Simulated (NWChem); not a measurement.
Species: BHOICl; SMILES OB(Cl)I

```xyz
5

B      0.4874    -0.9734     0.0000
Cl    -0.7001    -2.2769     0.0000
I     -0.1407     1.0662     0.0000
O      1.7999    -1.2243     0.0000
H      2.0104    -2.1670     0.0000
```
Atoms are numbered in this order, from 1.

All runs: NWChem. Coordinates come from a PBE0/def2-SVP optimisation. def2 effective core potentials on I; no spin-orbit coupling. B3LYP is NWChem's, with the RPA form of VWN correlation. Static field.

Problem. Predict the results for B3LYP/def2-SVPD. Quantities: isotropic polarisability (bohr³); anisotropy (bohr³).

Solution. 
```
Quantity                          Result
--------------------------------  ------
isotropic polarisability (bohr³)    67.6
anisotropy (bohr³)                  29.7
```
